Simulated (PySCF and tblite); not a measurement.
Results of a calculation; reference values are marked as such.
System: C₄H₄ClF₂N, numbered as in [H]/[N:3]=[C:2]([CH3:1])\[C:4]([F:5])=[C:6](/[F:7])[Cl:8].

For the planar inversion at N3 (torsion C1–C2–N3–H from -180° to 0°): electronic barrier 26.36 kcal/mol, zero-point change -1.79 kcal/mol, thermal and entropy terms at 250 K a further -0.12 kcal/mol (symmetry numbers apart). The minimum is Cs, the saddle Cs. Geometries: GFN2-xTB; energies: PBE0/pcSseg-1 + D3(BJ); zero-point and thermal terms from GFN2-xTB harmonic modes (soft modes blended into free rotors). Rates follow Eyring's equation with the number of equivalent paths and no tunnelling. (PySCF 2.14 with density fitting, tblite 0.8.)

(1) How many equivalent paths lead out of the minimum?

(2) Work out the rate at 250 K.

In real samples N–H and O–H hydrogens exchange between molecules, which also interchanges these forms.

## Answers

(1) 1: the symmetry number of the minimum is 1, that of the saddle displaced along its mode 1.

(2) ΔG‡ = 24.45 kcal/mol; k_B T/h = 5.2×10¹² s⁻¹; exp(−ΔG‡/RT) = 4.2×10⁻²²; times 1 gives k = 2.2×10⁻⁹ s⁻¹.
